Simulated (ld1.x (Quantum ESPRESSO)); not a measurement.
# Which setting gave this result? (neon (Ne), TM)

Base potential:

neon, norm-conserving Troullier–Martins (Kleinman–Bylander form), made with ld1.x (Quantum ESPRESSO) 7.5 (PBEsol, scalar-relativistic). Core [He], reference 2s2 2p5 (charge +1). Waves: 2s (bound): rc 0.60 bohr; 2p (bound): rc 1.60 bohr; 3d channel at 0.05 Ry: rc 1.70 bohr. Local part: all-electron potential smoothed inside 0.85 bohr (lloc = -2). Core correction: Bessel-smoothed model core inside 0.40 bohr.

Cutoffs, loose and tight: the cutoffs (Ry, on a coarse ladder) from which the occupation-weighted sum of valence levels, in a spherical-Bessel basis at the reference potential, stays within 10 and 1 mRy of its value at 400 Ry. They do not see the model core or the augmentation charge, which bear on the density cutoff. Test errors are all-electron minus pseudo excitation energies from the reference, over the configurations 2s2 2p6; 2s2 2p4; 2s2 2p3; 2s2 2p5.5; 2s2 2p2; 2s1 2p6; variants that change the core or the reference have their own tests.

Only the scale of all radii but the core radius (base = 1) is moved:

```tsv
scale of all radii but the core radius (base = 1)	cutoff, loose	cutoff, tight	bound ghosts	largest test error (meV)	median size of the test errors
0.79	300 Ry	over 300 Ry	none	+1456	46.5 meV
0.86	260 Ry	over 300 Ry	none	+2160	63.3 meV
0.96	200 Ry	over 300 Ry	none	+3126	92.5 meV
1.09	200 Ry	300 Ry	s	+4719	157.3 meV
1.27	160 Ry	260 Ry	none	+8432	340.3 meV
1.37	110 Ry	230 Ry	none	+10255	444.9 meV
```

Q: One more run gave cutoff, loose: 200 Ry; cutoff, tight: 300 Ry; bound ghosts: none; largest test error (meV): +6512; median size of the test errors: 239.2 meV. Which value of the scale of all radii but the core radius (base = 1) was used?

A: 1.16. The median size of the test errors moves one way along this sweep, from 46.5 meV at 0.79 to 444.9 meV at 1.37, which places the run between 1.09 and 1.27.
